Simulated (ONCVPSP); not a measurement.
## Reading a pseudo-wave (carbon (C))

Columns: radius, all-electron u(r) and pseudo u(r) of the 2p shell (level -5.82 eV) of carbon in the configuration [He] 2s1 2p3; LDA (Perdew-Wang 92), scalar-relativistic, ONCV scheme, ONCVPSP 4.0.1.

```csv
r (bohr),all-electron,pseudo
0.082,0.0340,0.0168
0.165,0.1100,0.0658
0.248,0.2012,0.1407
0.330,0.2926,0.2314
0.413,0.3790,0.3300
0.495,0.4550,0.4249
0.578,0.5210,0.5107
0.660,0.5752,0.5809
0.742,0.6190,0.6348
0.825,0.6534,0.6732
0.908,0.6788,0.6979
0.990,0.6960,0.7115
1.072,0.7064,0.7173
1.155,0.7109,0.7175
1.238,0.7104,0.7138
1.320,0.7056,0.7071
1.402,0.6974,0.6978
1.485,0.6862,0.6863
1.568,0.6727,0.6727
1.650,0.6575,0.6575
1.733,0.6407,0.6407
1.815,0.6230,0.6230
1.898,0.6043,0.6043
1.980,0.5854,0.5854
2.062,0.5661,0.5661
2.145,0.5463,0.5464
```

Problem. How many radial nodes do the two functions have?

Solution. The all-electron 2p function has n − l − 1 = 0; the pseudo-wave has 0.

Problem. At about which radius was the pseudo-wave matched?

Solution. 1.65 bohr. The columns agree to 0.0005 from 1.40 bohr on; several derivatives are matched, so the curves merge somewhat inside the radius.

Problem. Where does each function peak?

Solution. Outermost all-electron maximum near 1.16 bohr, pseudo maximum near 1.16 bohr (to the table’s step).

Problem. Is the pseudo-wave norm-conserving?

Solution. Yes: the ONCV scheme keeps the norm inside the radius equal to the all-electron one, which fixes the energy derivative of the logarithmic derivative at the level.
